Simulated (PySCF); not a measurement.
**Correlation energy of Ar (argon, neutral)**

[Ar], closed-shell 1S. All numbers are calculated (PySCF 2.14, no relativity, point nucleus, in def2-SVP (4s3p1d, 18 functions)). Frozen: [Ne]; 8 electrons correlated.

MP2 pair energies summed by pair of shells (mhartree):

| pair | energy | share (%) |
| --- | --- | --- |
| 3p-3p | -115.26 | 81.7 |
| 3s-3p | -19.31 | 13.7 |
| 3s-3s | -6.47 | 4.6 |

Total MP2 correlation energy: -141.03 mhartree.

Same-spin part -38.69 and opposite-spin part -102.35 mhartree; SCS-MP2 scales them by 1/3 and 6/5 to -135.71 mhartree.

```csv
level,correlation energy (mhartree)
CCSD,-152.40
(T),-0.72
CCSD(T),-153.12
```

Diagnostics: T1 = 0.0015, D1 = 0.0024, largest double amplitude 0.044.

Cost of the coupled-cluster step: 0.05 s of wall time on 1 thread of Intel(R) Xeon(R) Platinum 8259CL CPU @ 2.50GHz (shared host), for 8 correlated electrons.

Iterations:

```
CC2 = 0
CCSD nocc = 4, nmo = 13
frozen orbitals [0, 1, 2, 3, 4]
max_cycle = 100
direct = 0
conv_tol = 1e-08
conv_tol_normt = 1e-06
diis_space = 8
diis_start_cycle = 0
Init t2, MP2 energy = -526.764419201404  E_corr(MP2) -0.141034291375633
Init E_corr(CCSD) = -0.141034291380297
cycle = 1  E_corr(CCSD) = -0.150873460172241  dE = -0.00983916879  norm(t1,t2) = 0.016217
cycle = 2  E_corr(CCSD) = -0.152028365382247  dE = -0.00115490521  norm(t1,t2) = 0.00366732
cycle = 3  E_corr(CCSD) = -0.152397394528659  dE = -0.000369029146  norm(t1,t2) = 0.00111507
cycle = 4  E_corr(CCSD) = -0.152397285210753  dE = 1.09317906e-07  norm(t1,t2) = 9.01461e-05
cycle = 5  E_corr(CCSD) = -0.152397059685792  dE = 2.25524961e-07  norm(t1,t2) = 1.33421e-05
cycle = 6  E_corr(CCSD) = -0.15239710961313  dE = -4.9927338e-08  norm(t1,t2) = 1.12407e-06
cycle = 7  E_corr(CCSD) = -0.152397104989249  dE = 4.62388067e-09  norm(t1,t2) = 9.74203e-08
CCSD converged
E(CCSD) = -526.7757820150177  E_corr = -0.1523971049892492
CCSD(T) correction = -0.000715106746354008
```
